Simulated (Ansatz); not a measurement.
BH3 (SMILES B) moved off its minimum; all values from Ansatz (a quantum-chemistry and plane-wave program), cores frozen in correlated methods.
(charge 0, multiplicity 1)
```xyz
4

B      0.16668     0.07574     0.13173
H     -1.09467    -0.24495    -0.14383
H      0.44621    -0.74604     0.96868
H      0.78129     0.74963    -0.55776
```

Forces at wB97M-V/def2-TZVPP (eV/Å):

```csv
atom,Fx,Fy,Fz
B1,-3.405,-2.928,-0.004
H2,1.996,1.219,0.224
H3,0.729,0.872,-0.025
H4,0.681,0.837,-0.196
```

Give the forces (eV/Å), the total energy and the dipole at CCSD(T)/aug-cc-pVTZ.


```tsv
atom	Fx	Fy	Fz
B1	-3.458	-2.934	0.003
H2	1.884	1.212	0.191
H3	0.798	0.793	0.079
H4	0.777	0.929	-0.273
```
Energy -26.5227 hartree, dipole 0.45 D.
